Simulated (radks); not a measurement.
Values are calculated unless marked as measured or tabulated.
Species: Sc V. Configuration: [Ne] 3s1 3p5 4f1 (not the ground configuration). Code: a radial shooting solver on a logarithmic mesh with Libxc functionals. Model: scalar-relativistic Kohn-Sham, RPBE, spin-polarised, spherical densities, finite nucleus; open shells are filled with parallel spins first; Fermi nuclear charge, rms radius 3.5459 fm.

Local quantities along the radius. ELF = 1/(1 + alpha^2) is the electron localisation function; alpha = (tau - tau_W)/tau_unif compares the Pauli kinetic energy density with that of the uniform gas (summed over spins); -r V(r) is the screened charge that the Kohn-Sham potential of spin up presents (atomic units); 4 pi r^2 rho is in e/bohr. tau is taken from the large components.

r (bohr)    ELF    alpha  -r V(r)  4 pi r^2 rho
0.002731  1.000  0.01395    20.86        0.5544
0.003556  1.000  0.01433    20.80        0.9023
0.00463   1.000  0.01501    20.73         1.453
0.006078  1.000  0.01612    20.64         2.341
0.007914  1.000  0.01778    20.51         3.651
0.01039   1.000  0.02040    20.35         5.634
0.01353   0.999  0.02437    20.14         8.324
0.01761   0.999  0.03082    19.87         11.82
0.02312   0.998  0.04238    19.52         16.09
0.0301    0.996  0.06346    19.09         20.31
0.03951   0.988   0.1088    18.54         23.67
0.05145   0.957   0.2109    17.89         24.79
0.067     0.823   0.4645    17.11         23.27
0.08794   0.473    1.056    16.17         20.12
0.1145    0.268    1.653    15.11         18.34
0.1503    0.379    1.280    13.96         20.30
0.1957    0.677   0.6907    12.78         24.52
0.2548    0.832   0.4494    11.52         25.91
0.3345    0.826   0.4598    10.24         20.54
0.4356    0.492    1.017    9.040         11.88
0.5717    0.122    2.688    7.852         6.605
0.7444    0.413    1.193    7.167         6.673
0.9694    0.802   0.4964    6.445         6.988
1.272     0.762   0.5587    5.751         4.499
1.657     0.256    1.703    5.161         1.699
2.175     0.014    8.321    4.794        0.5212
2.832     0.018    7.455    4.792        0.3715
3.687     0.021    6.762    4.712        0.2945
4.84      0.009    10.30    4.419        0.1186
6.302     0.001    26.04    4.503       0.02267
8.272     0.000    150.4    4.210      0.001245

On this mesh the ELF has minima near r = 0.11, 0.57 bohr, which separate the shells, and maxima near 0.29 (0.85), 1.1 (0.82).
